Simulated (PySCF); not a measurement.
Al(F)(OH)(SMe) (CH₄AlFOS), SMILES C[S][Al]([OH])[F]. Heavy atoms are numbered as in [Al:1]([F:2])([OH:3])[S:5][CH3:6]. Hydrogens are named by the atom that carries them.

Coordinates come from a PBE-D3(BJ)/def2-SVP optimisation. One conformer was computed; it need not be the lowest.

All values below come from PBE/pcSseg-1 (PySCF).

GIAO shieldings, no solvent; atoms alike by connectivity are averaged. δ = σ(ref) − σ: ¹⁹F against CFCl3 (σ = 133.6 ppm); ¹⁷O against H2O (σ = 334.3 ppm); ¹H against TMS (σ = 31.49 ppm); ³³S against H2S (σ = 706.5 ppm); ¹³C against TMS (σ = 182.0 ppm), references at their B3LYP-D3(BJ)/def2-TZVP geometries, non-relativistic.

Question: Estimate the chemical shifts. (The exact figures need the calculation; the answer reports its results.)

Answer: 
| nucleus | atoms | count | δ (ppm) |
|---|---|---|---|
| ¹⁹F | F2 | 1 | -187.0 |
| ¹⁷O | O3 (OH) | 1 | 31.2 |
| ¹H | H on C6 | 3 | 2.83 |
| ¹H | H on O3 | 1 | 2.04 |
| ³³S | S5 | 1 | 1.6 |
| ¹³C | C6 (CH3) | 1 | 16.7 |
